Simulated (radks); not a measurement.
Excited configurations of Ir I: one electron is placed in a higher orbital outside [Xe] 4f14 5d7 6s1. The ground configuration is [Xe] 4f14 5d7 6s2. All-electron calculation, Dirac Kohn-Sham, PBE, spin-unpolarised, spherical densities, finite nucleus; open shells fill j = l - 1/2 first; Fermi nuclear charge, rms radius 5.4032 fm. Program: a radial shooting solver on a logarithmic mesh with Libxc functionals. Excitation = E - E(ground); binding = E(ion) - E, where the ion is the core of charge +1; n* = 1/sqrt(2 binding) in atomic units, and the quantum defect is n - n*.

| outer orbital | excitation (eV) | binding (eV) | n* | quantum defect | eigenvalue (eV) | <r> (bohr) |
|---|---|---|---|---|---|---|
| 5f5/2 | 8.920 | 0.913 | 3.860 | 1.140 | -0.433 | 17.26 |
| 6p1/2 | 4.775 | 5.058 | 1.640 | 4.360 | -2.390 | 3.982 |
| 6d3/2 | 8.229 | 1.604 | 2.912 | 3.088 | -0.718 | 10.17 |
| 6f5/2 | 9.201 | 0.632 | 4.638 | 1.362 | -0.366 | 29.17 |
| 7s1/2 | 7.200 | 2.633 | 2.273 | 4.727 | -1.534 | 8.201 |
| 7p1/2 | 7.941 | 1.893 | 2.681 | 4.319 | -1.067 | 10.54 |
| 7f5/2 | 9.376 | 0.458 | 5.452 | 1.548 | -0.287 | 43.70 |

The Delta-SCF ionisation energy is 9.833 eV (NIST Atomic Spectra Database: 8.967 eV, measured). Self-interaction in the functional shifts the binding energies and quantum defects, so they are the method's values and not measured ones. Spin polarisation and multiplet splitting are left out, so open shells lie too high by an amount that depends on their filling.

Beside tabulated values, note that spin-unpolarised runs miss the spin-polarisation part of the exchange energy of open shells.
